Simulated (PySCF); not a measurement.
C₄H₇FO, SMILES C(O)[C@@H]1[C@@H](F)C1.

Coordinates come from a PBE-D3(BJ)/def2-SVP optimisation. Other conformers were not sampled.

The numbers are results of TDA-PBE/def2-SVPD (PySCF), not measurements.

Vertical excitations. Gas-phase values at a fixed geometry.

Computed excitation energies, oscillator strengths and character:
| state | energy (eV) | λ (nm) | f | main pairs |
|---|---|---|---|---|
| S1 | 6.18 | 201 | 0.005 | HOMO→LUMO 99 % |
| S2 | 6.70 | 185 | 0.006 | HOMO→LUMO+1 99 % |
| S3 | 6.82 | 182 | 0.028 | HOMO−1→LUMO 99 % |
| S4 | 6.97 | 178 | 0.006 | HOMO−2→LUMO 96 % |
| S5 | 7.13 | 174 | 0.035 | HOMO→LUMO+2 93 % |
| S6 | 7.25 | 171 | 0.017 | HOMO→LUMO+3 96 % |
| S7 | 7.34 | 169 | 0.009 | HOMO−1→LUMO+1 98 % |
| S8 | 7.46 | 166 | 0.005 | HOMO→LUMO+4 98 % |
| S9 | 7.53 | 165 | 0.017 | HOMO−2→LUMO+1 98 % |
| S10 | 7.75 | 160 | 0.007 | HOMO−1→LUMO+2 92 % |
| T1 | 5.97 | 208 | 0 | HOMO→LUMO 99 % |
| T2 | 6.61 | 188 | 0 | HOMO→LUMO+1 87 % |
| T3 | 6.66 | 186 | 0 | HOMO−1→LUMO 88 % |
| T4 | 6.85 | 181 | 0 | HOMO−2→LUMO 80 %, HOMO→LUMO+2 18 % |
Triplets are in the Tamm–Dancoff approximation.
